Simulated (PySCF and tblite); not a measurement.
Results of a calculation; reference values are marked as such.
C8H10O2S, numbered as in [CH3:1][S:2](=[O:3])(=[O:4])[CH2:5][c:6]1[cH:7][cH:8][cH:9][cH:10][cH:11]1.

The ensemble was built from 90 distance-geometry starts (ETKDG and KDG, MMFF94s, GFN2-xTB) and rests on GFN2-xTB geometries. Free energies are PBE0-D3(BJ)/pcSseg-1 (IEF-PCM, chloroform) single points with GFN2-xTB rigid-rotor and vibrational terms (modes under about 100 cm⁻¹ blended into free rotors). Symmetry numbers and mirror images are counted. Conformers within 3 kcal/mol (GFN2-xTB free energy) were kept, 10 at most. Programs: PySCF with density fitting and tblite.

Rotational constants are equilibrium values for the commonest isotopes; dipoles come from the energy level named and are polarised by its solvent model.

Torsions listed: O3–S2–C5–C6, S2–C5–C6–C7. Of a mirror pair one member is shown.

```json
{"conformer": "1", "shape": "65°, -70°", "symmetry": "C1 (pair)", "weight %": "87.1"}
{"conformer": "2", "shape": "-65°, -88°", "symmetry": "Cs", "weight %": "12.9"}
```

Sets of constants, in random order:

```csv
set,A (MHz),B (MHz),C (MHz),abs μa (D),abs μb (D),abs μc (D)
P,2261,621,578,4.69,3.08,0.77
Q,2359,614,570,1.14,0.01,4.81
```

(1) Match each set to its conformer.

Answers

(1) P is conformer 1, Q is conformer 2.


Conformer gaps in pcSseg-1 on xTB geometries can be 2 kcal/mol off for S=O, P=O and other polar bonds.